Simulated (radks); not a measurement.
Problem. Species: Pd3+. Configuration: [Kr] 4d6.5 5s0.5 (fractional occupations, a model configuration). Calculated with a radial shooting solver on a logarithmic mesh with Libxc functionals: scalar-relativistic Kohn-Sham, SCAN, spin-polarised, spherical densities, finite nucleus; open shells are filled with parallel spins first (spin-orbit coupling, left out, can overturn this in heavy ions); meta-GGA in the generalised Kohn-Sham scheme; Fermi nuclear charge, rms radius 4.5318 fm. Some entries of the table are withheld. Estimate them.

| orbital | occ. | eigenvalue (hartree) | <1/r> (bohr^-1) | <r> (bohr) |
|---|---|---|---|---|
| 1s up | 1 | -891.4856 | 48.23 | 0.03186 |
| 1s down | 1 | -891.4842 | 48.23 | 0.03186 |
| 2s up | 1 | -132.1333 | 10.96 | 0.1382 |
| 2s down | 1 | -132.1043 | 10.96 | 0.1382 |
| 2p up | 3 | -118.5060 | 10.58 | 0.1206 |
| 2p down | 3 | -118.4825 | 10.58 | 0.1206 |
| 3s up | 1 | -25.39403 | 3.841 | 0.3783 |
| 3s down | 1 | -25.38169 | 3.839 | 0.3783 |
| 3p up | 3 | -20.87534 | 3.652 | 0.3781 |
| 3p down | 3 | -20.85922 | 3.651 | 0.3780 |
| 3d up | 5 | -13.73827 | 3.419 | (1) |
| 3d down | 5 | -13.70941 | 3.419 | (2) |
| 4s up | 1 | -4.89399 | (3) | 0.9394 |
| 4s down | 1 | -4.75405 | (4) | 0.9367 |
| 4p up | 3 | -3.58219 | 1.320 | 1.022 |
| 4p down | 3 | -3.43677 | 1.325 | 1.019 |
| 4d up | 5 | -1.67593 | 1.032 | 1.281 |
| 4d down | 1.5 | -1.52790 | 1.030 | 1.288 |
| 5s up | 0.5 | -1.18278 | 0.5554 | 2.333 |

Solution. 
(1) 3d up <r> (bohr): 0.3575
(2) 3d down <r> (bohr): 0.3575
(3) 4s up <1/r> (bohr^-1): 1.458
(4) 4s down <1/r> (bohr^-1): 1.465
